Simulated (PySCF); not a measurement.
# Calculated NMR parameters of BNCC=C

```
Formula                               : C3H8BN
SMILES                                : BNCC=C
InChI                                 : InChI=1S/C3H8BN/c1-2-3-5-4/h2,5H,1,3-4H2
Point group of the computed structure : C1
Carbon signals                        : 3
Proton signals                        : 6
```

Molfile (atoms numbered from 1):
```
C3H8BN
     RDKit          3D

 13 12  0  0  0  0  0  0  0  0999 V2000
    2.0689    0.0271    0.1915 B   0  0  0  0  0  0  0  0  0  0  0  0
    0.9002   -0.6424   -0.1471 N   0  0  0  0  0  0  0  0  0  0  0  0
    0.1039   -0.4528   -1.3320 C   0  0  0  0  0  0  0  0  0  0  0  0
   -1.2643    0.1141   -1.0866 C   0  0  0  0  0  0  0  0  0  0  0  0
   -1.7183    0.5706    0.0801 C   0  0  0  0  0  0  0  0  0  0  0  0
    2.6106   -0.2360    1.2404 H   0  0  0  0  0  0  0  0  0  0  0  0
    2.5161    0.8490   -0.5766 H   0  0  0  0  0  0  0  0  0  0  0  0
    0.5119   -1.3228    0.4986 H   0  0  0  0  0  0  0  0  0  0  0  0
    0.6582    0.2147   -2.0134 H   0  0  0  0  0  0  0  0  0  0  0  0
   -0.0066   -1.4081   -1.8800 H   0  0  0  0  0  0  0  0  0  0  0  0
   -1.9175    0.1385   -1.9672 H   0  0  0  0  0  0  0  0  0  0  0  0
   -2.7303    0.9705    0.1768 H   0  0  0  0  0  0  0  0  0  0  0  0
   -1.0893    0.5699    0.9751 H   0  0  0  0  0  0  0  0  0  0  0  0
  1  2  1  0
  2  3  1  0
  3  4  1  0
  4  5  2  0
  1  6  1  0
  1  7  1  0
  2  8  1  0
  3  9  1  0
  3 10  1  0
  4 11  1  0
  5 12  1  0
  5 13  1  0
M  END
```

[PySCF 2.14.0 with density-fitted response routines: couplings computed with B3LYP/pcJ-1 (spin–dipole term only in couplings to heteroatoms); geometry from PBE0-D3(BJ)/def2-SVP; PBE0/pcSseg-1 with gauge-including orbitals; one conformer; isolated molecule; relativity neglected; averaged over atoms made equivalent by symmetry, fast rotation or ring inversion]

References, each an isolated molecule treated in the same way: 1H and 13C against TMS; 11B against BF3·OEt2; 15N vs NH3.

| carbon | δC, type | δH (multiplicity, J in Hz) | HMBC from (abs. J ≥ 3 Hz) | span of the C tensor (ppm) |
| --- | --- | --- | --- | --- |
| C3 | 55.2, CH2 | 3.86 (q, 3.4) | H11, H13, H12, H6/H7 | 41 |
| C4 | 147.1, CH | 6.13 (ddt, 18.3, 11.8, 3.7) | H9/H10 | 237 |
| C5 | 120.2, CH2 | H12 5.52 (dtd, 11.8, 3.3, 1.9); H13 5.62 (dtd, 18.3, 3.3, 1.9) | H9/H10 | 228 |

Other nuclei:
```tsv
atoms	nucleus	environment	δ (ppm)	σ (ppm)
H6/H7	1H	hydrogen on a boron bonded to N	4.78	26.48
H8	1H	hydrogen on a nitrogen bonded to C, B	4.44	26.82
B1	11B	boron bonded to N, 2 H	38.4	62.3
N2	15N	nitrogen bonded to C, B, H	143.6	122.1
```

Selected couplings (Hz, signed; the shortest-range and largest first, 30 at most; isotopes 13C, 1H, 11B, 15N): 1J(C5,H12) 170.2, 1J(C5,H13) 165.9, 1J(C4,H11) 160.7, 1J(B1,H6) 141.8, 1J(C3,H9) 140.4, 1J(C4,C5) 79.1, 1J(C3,C4) 45.8, 1J(B1,N2) -29.4, 1J(N2,C3) -11.5, 2J(N2,H6) -2.8, 2J(H12,H13) 1.9, 2J(C3,C5) -1.3, 2J(B1,C3) 1.3, 3J(H11,H13) 18.3, 3J(H11,H12) 11.8, 3J(B1,H9) 4.2, 3J(N2,H11) -3.7, 3J(H9,H11) 3.7, 3J(N2,C5) -1.9, 3J(B1,C4) 1.4, 4J(H9,H13) -3.3, 4J(H9,H12) -3.3.

1. δC 147.1: alkene CH; as expected for a trigonal carbon in a double bond.
2. δC 120.2: terminal =CH2 carbon; as expected for a trigonal carbon in a double bond.
3. δH 6.13: hydrogen on an alkene CH; attached to an sp2 carbon and in the plane of the double bond.
4. δH 5.62, 5.52: hydrogen on a terminal =CH2 carbon; attached to an sp2 carbon and in the plane of the double bond.
5. δH 4.44: hydrogen on a nitrogen bonded to C, B; exchangeable, gas-phase position.
6. The protons at 6.13 and 5.62 share a coupling of 18.3 Hz (vicinal, trans across C=C).
7. The protons at 6.13 and 5.52 share a coupling of 11.8 Hz (vicinal, cis across C=C).
8. The protons at 3.86 and 6.13 share a coupling of 3.7 Hz (vicinal).

OH and NH positions are those of a molecule without intermolecular hydrogen bonds; in solution they move with solvent, concentration and temperature, and exchange usually removes their couplings. Hydrogens on boron are broadened and split by 11B (spin 3/2, 80 %) and 10B (spin 3). Multiplet labels drop couplings under 1 Hz and merge nearly equal ones. Unscaled 3J(H,H) at this level run about 10 % above measured values. Shifts are as computed. Against solution values, carbons near 30 ppm lie about +2 ppm off and those near 130 ppm about +5 ppm. Of 1313 compounds with measured shifts, 239 miss one by over three times the rms of a fit or turn the order of signals round; such compounds aren't used in these exercises. Couplings across =CH–CH2 type bonds come from one rotamer and its mirror image, and can be 1–2 Hz further off. Couplings to exchangeable protons are dropped. Experimental scales use liquid or dissolved standards, which lie at an offset from isolated NH3 (liquid NH3: subtract about 20 ppm).
